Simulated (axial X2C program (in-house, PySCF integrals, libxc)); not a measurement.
**Curves of NNdO from open-shell CI on f(δφ)1 f(π)0**

Calculated with an in-house all-electron X2C program for linear molecules (integrals from PySCF): two-component X2C with atomic mean-field Coulomb and Gaunt terms, basis N dyall-v3z, Nd dyall-v3z, O dyall-v3z (cores contracted in-house). Orbitals come from Hartree–Fock averaged over the configuration Nd f(δφ)1 f(π)0; CI then distributes these electrons over the f(δφ), f(π) shells of Nd.

Scan along the N–Nd bond with NdO moving as one mass, its bond held at 1.720 Å; masses N 14.003 u, Nd 141.908 u, O 15.995 u. Energies in cm⁻¹ from the lowest point; levels are followed by energy order within each Ω. Lowest level at 1.646 Å: 100% f(δφ)1.

| R (Å) | (1)Ω=5/2 | (1)Ω=7/2 | (1)Ω=3/2 | (2)Ω=5/2 |
| --- | --- | --- | --- | --- |
| 1.531 | 3586 | 6661 | 6754 | 9089 |
| 1.588 | 831 | 3936 | 4187 | 6590 |
| 1.646 | 0 | 3149 | 3550 | 6052 |
| 1.712 | 665 | 3900 | 4452 | 7138 |
| 1.778 | 2307 | 5706 | 6369 | 9400 |
| 1.852 | 4496 | 8250 | 8931 | 12737 |
| 1.942 | 6712 | 11127 | 11640 | 16998 |

Question: Fit the curves (1)Ω=5/2, (1)Ω=7/2, (1)Ω=3/2 near their minima.

Answer: From the open-shell CI curves, Te from the lowest:

| level | Te (cm⁻¹) | Re (Å) | ωe (cm⁻¹) |
| --- | --- | --- | --- |
| (1)Ω=5/2 | 0 | 1.648 | 1016.1 |
| (1)Ω=7/2 | 3153 | 1.646 | 1031.0 |
| (1)Ω=3/2 | 3545 | 1.640 | 1050.7 |

Without dynamic correlation distances can be off by several hundredths of an Å (long for ionic bonds, short for multiple bonds) and the wavenumbers are rough.

Dynamic correlation is missing, so gaps between terms are too wide and other configurations may lie lower; the lowest level listed is that of this model, not necessarily the ground state. At most 6 roots were kept for each Ω > 0 (twice that for Ω = 0) within 3.5 eV of the lowest, so higher up levels can be missing between those listed; levels with Ω > 0 are doubly degenerate and listed once, Ω = 0 levels singly. States that fill the shells left empty in the average are placed too high. The molecule was held linear; bending was not examined.
